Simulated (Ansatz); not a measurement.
Consider the silylene formation by 1,1-elimination: `Cl[SiH2][O][SnH3]` → `[OH][SnH3]` + `[SiH]Cl`.

Calculated with Ansatz (gas phase, PBE0-D4/def2-TZVP geometries, no zero-point term in ΔE). CCSD(T)/CBS is the MP2 limit (def2-TZVPP, def2-QZVPP) plus CCSD(T) − MP2 in def2-TZVPP, frozen cores. This one scheme is used for every species. DFT in def2-TZVPP. Elements past krypton have def2 core potentials. For Sn outer-core shells are correlated without core-valence functions, which leaves a few kJ/mol of doubt a bond. One conformer a species, not always the lowest.

(1) Is it downhill or uphill in electronic energy at CCSD(T)/CBS, and by how much? (An estimate is asked.)

(2) What do these levels give: PBE-D4, PBE0-D4, ωB97X-V, PBE, r2SCAN, SCS-MP2/def2-TZVPP, CCSD/def2-TZVPP, HF/def2-QZVPP, MP2/def2-QZVPP, SCS-MP2/def2-QZVPP, MP2/CBS(def2), CCSD/CBS(def2)? (Estimate.)

Largest T1 diagnostic among the species: 0.014.

Results:

(1) Computed: Uphill: ΔE = +78.6 kcal/mol.

(2) Computed: PBE-D4 73.1, PBE0-D4 77.9, ωB97X-V 80.4, PBE 70.6, r2SCAN 80.5, SCS-MP2/def2-TZVPP 79.9, CCSD/def2-TZVPP 77.1, HF/def2-QZVPP 79.7, MP2/def2-QZVPP 83.0, SCS-MP2/def2-QZVPP 81.0, MP2/CBS(def2) 83.4, CCSD/CBS(def2) 78.6 kcal/mol.

From PBE to PBE0 (25 % exact exchange), in def2-TZVPP and without D4, ΔE moves by +5.0 kcal/mol. The D4 term adds +4.1 kcal/mol with B3LYP and +2.2 kcal/mol with PBE0; it sums over pairs of atoms, weighted by their polarisabilities, and B3LYP, whose exchange is more repulsive, gets the larger term.

B3LYP here is the variant with VWN-RPA as its local correlation; programs differ in this.
